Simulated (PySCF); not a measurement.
An unknown is described by computed data only.

Elements present: C, Cl, H, P and Si. Monoisotopic mass: 167.9747 u.

- 13C NMR: chemical shifts (computed TMS as zero) by class: 3.4 (2 C), -6.4 (1 C) ppm [GIAO PBE0/pcSseg-1]
- Dipole: 1.97 D [CAM-B3LYP/def2-SVPD]
- NMR, other nuclei: isotropic shieldings of nuclei other than C and H, by class: 361 (1 Si), 388 (1 Si), 635 (1 P), 1015 (1 Cl) ppm [GIAO PBE0/pcSseg-1]
- UV, first state: lowest singlet excitation: 6.06 eV (205 nm, f = 0.014) [TDDFT CAM-B3LYP/def2-SVPD]
- Triplet: lowest triplet excitation (Tamm–Dancoff): 5.42 eV [TDA CAM-B3LYP/def2-SVPD]
- Polarisability: 125.6 au [CAM-B3LYP/def2-SVPD]
- Rotational structure: rotational constants A, B, C: 2.939, 0.528, 0.495 GHz [GFN2-xTB]
- 1H NMR: chemical shifts (computed TMS as zero) by class: 5.70 (2 H), 4.80 (2 H), 0.72 (2 H), 0.45 (2 H), 0.03 (1 H), -0.02 (1 H) ppm [GIAO PBE0/pcSseg-1]
- UV, strongest line: among the 8 lowest singlet transitions: S7 at 7.59 eV (163 nm, f = 0.085) [TDDFT CAM-B3LYP/def2-SVPD]

Gas-phase values; electronic properties from PySCF, density fitting. Levels stand in brackets. Geometry: GFN2-xTB, one conformer, isolated molecule. NMR values are class means; diastereotopic atoms form classes of their own.

Question: Which formula fits the mass and the elements?

Answer: C3H10ClPSi2 (calculated 167.9747). No other formula that holds each of these elements comes within 0.0003 u with a fitting electron parity and a possible valence count.

Question: Propose a structure and show how it fits.

Answer: Numbering: `[Cl:1][SiH2:2][PH:3][SiH2:4][CH:5]1[CH2:6][CH2:7]1`. 3 carbons fall into 2 classes; from least to most shielded: three-membered-ring carbon [C6/C7] (3.4 ppm, 2 C), ring sp3 carbon bound to silicon [C5] (-6.4 ppm). Hydrogen classes from least to most shielded: 2 H on a chlorine-bound silicon, Si2 (5.70 ppm), 2 H on an SiH2 silicon, Si4 (4.80 ppm), 2 H on 2 three-membered-ring carbons, C6/C7 (0.72 ppm), 2 H on 2 three-membered-ring carbons, C6/C7 (0.45 ppm, a mean of values up to 0.9 ppm apart in this geometry), 1 H on a three-coordinate phosphorus, P3 (0.03 ppm), 1 H on an sp3 carbon bound to silicon, C5 (-0.02 ppm). The other shieldings belong to: 361 ppm, chlorine-bound silicon [Si2]; 388 ppm, SiH2 silicon [Si4]; 635 ppm, three-coordinate phosphorus [P3]; 1015 ppm, silicon-bound chlorine [Cl1]. The optimised geometry has point group C1 and is an asymmetric top. Structure: `[SiH2](Cl)P[SiH2]C1CC1`. Computed isomers that give other values at the same levels: `C=C(C)[SiH2]P[SiH2]Cl` (13C chemical shifts (computed TMS as zero) by class: 145.8 (1 C), 140.9 (1 C), 27.9 (1 C) ppm). The assignments are read from this structure; whether some other isomer fits the data as well wasn't checked.

Conformer computed: `[Cl:1][SiH2:2][PH:3][SiH2:4][CH:5]1[CH2:6][CH2:7]1`: Cl1–Si2–P3–Si4 68°, Si2–P3–Si4–C5 174°, P3–Si4–C5–C6 -42°.
